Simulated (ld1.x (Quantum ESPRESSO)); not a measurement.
**Ba (Z = 56): one change to a TM potential, before and after**

```
Element                 : Ba
Generator               : ld1.x (Quantum ESPRESSO) 7.5
Type                    : norm-conserving Troullier–Martins (Kleinman–Bylander form)
Functional              : PBEsol
Relativity              : scalar-relativistic
Frozen core             : [Xe]
Valence charge          : 2
Reference configuration : 5d0 6s1.5 6p0.5
Partial waves           : 6s (bound): rc 4.20 bohr; 6p (bound): rc 3.45 bohr; 5d (bound, empty): rc 4.20 bohr
Local potential         : the d channel
Core correction         : a·sin(br)/r model core, default radius (core density twice the valence density)
```

All-electron outer shells of the reference configuration (PBEsol, scalar-relativistic, ld1.x):

```json
{"shell": "5s", "level (eV)": "-34.30", "outermost node (bohr)": "0.80", "outermost maximum (bohr)": "1.47"}
{"shell": "5p", "level (eV)": "-19.32", "outermost node (bohr)": "0.86", "outermost maximum (bohr)": "1.67"}
{"shell": "6s", "level (eV)": "-3.55", "outermost node (bohr)": "1.96", "outermost maximum (bohr)": "4.10"}
{"shell": "5d", "level (eV)": "-2.44", "outermost node (bohr)": "1.00", "outermost maximum (bohr)": "2.46"}
{"shell": "6p", "level (eV)": "-1.50", "outermost node (bohr)": "2.35", "outermost maximum (bohr)": "5.34"}
```

Change: wave 5d (bound): rc 4.20 bohr becomes 5d (bound): rc 6.44 bohr.

Cutoffs: the cutoffs (Ry, on a coarse ladder) from which the occupation-weighted sum of valence levels, in a spherical-Bessel basis at the reference potential, stays within 10 and 1 mRy of its value at 400 Ry; they do not see the model core or the augmentation charge, which bear on the density cutoff. Errors are all-electron minus pseudo energies relative to the spin-unpolarised reference configuration.

Problem. Predict the effect on cutoff, ghosts and configuration errors.

Solution. Both files are so soft that the ladder of cutoffs tells neither apart; the bound ghosts move from p, s to s; the number of tests that count goes from 7 to 3; of the 3 tests that both files solve, the error grows in 1 and shrinks in 2 by more than 15 % and 0.3 meV (median size 35.0 → 6.7 meV).

| quantity | base | changed |
| --- | --- | --- |
| cutoff, loose | 6 Ry | 6 Ry |
| cutoff, tight | 12 Ry | 12 Ry |
| loose cutoff by channel (10 mRy a level) | s 6 Ry, p 6 Ry | s 6 Ry, p 8 Ry |
| bound ghosts | s, p | s |
| tests counted (converged, no solver errors) | 7 of 7 | 3 of 7 |
| error for 5d0 6s1 6p1, meV [ΔE 1.03 eV] | +1.2 | +6.4 |
| error for 5d0 6s0 6p1, meV [ΔE 6.96 eV] | +219 | -7.0 |
| error for 5d0 6s0 6p2, meV [ΔE 3.15 eV] | +35 | -6.7 |

Changed file: Tests not counted: 5d0 6s2 6p0 (solver errors, printed error -8.2 eV); 5d0 6s1 6p0 (solver errors, printed error -2.7 eV); 5d0 6s1.5 6p0 (solver errors, printed error -5.1 eV); 5d0.5 6s1.5 6p0 (solver errors, printed error -8.7 eV). A true bound ghost makes a file unfit for plane-wave use even where its test errors are small: the radial tests pick states by their node count and pass the ghost by. Where a test does run into it, the solver fails or the error is huge.
